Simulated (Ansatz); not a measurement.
Born–Oppenheimer molecular dynamics of CH4ClOSi (8 atoms, charge 1, multiplicity 1). It goes on from the last frame of an earlier run, with new velocities.

Level of theory: RKS PBE/def2-SVP in Ansatz.

```yaml
ensemble: NVT, Nosé–Hoover chain
time_step: 0.5 fs
steps_asked: 100
set_temperature: 1000 K
thermostat: time constant 300 fs, chain length 3
seed: 849091
```

First frame:

```xyz
8
Properties=species:S:1:pos:R:3
O 0.367 1.694 -1.027
Si 0.136 0.687 0.187
C -0.526 -1.020 0.279
Cl 1.317 -1.252 0.559
H 0.122 1.557 -1.965
H 0.450 1.364 1.463
H -1.125 -1.321 1.141
H -0.840 -1.520 -0.651
```

(1) How far do the bonds stretch over the last three quarters of this one trajectory? (Pairs bonded in most of those frames.)

Results:

(1) 
| bond | mean (Å) | spread (Å) | shortest | longest |
| --- | --- | --- | --- | --- |
| O1–Si2 | 1.623 | 0.014 | 1.60 | 1.64 |
| O1–H5 | 0.980 | 0.007 | 0.97 | 0.99 |
| Si2–C3 | 1.865 | 0.047 | 1.80 | 1.93 |
| Si2–Cl4 | 2.267 | 0.014 | 2.25 | 2.31 |
| Si2–H6 | 1.490 | 0.102 | 1.35 | 1.64 |
| C3–Cl4 | 1.923 | 0.037 | 1.86 | 1.97 |
| C3–H7 | 1.114 | 0.032 | 1.06 | 1.17 |
| C3–H8 | 1.114 | 0.041 | 1.05 | 1.17 |

Mean temperature of the second half: 540 K. The conserved energy stayed within 0.5 meV per atom of its start (net change 0.15 meV per atom), so the integration is sound. The mean temperature of the second half is 46 % below the set value. A run of 0.05 ps of so small a system gives no equilibrium averages. Limits of this set-up: the dipole of an ion depends on the origin.

Time of the run: 2.6 min on 1 thread of Arm Neoverse V1, on a shared host, peak memory 0.1 GiB.
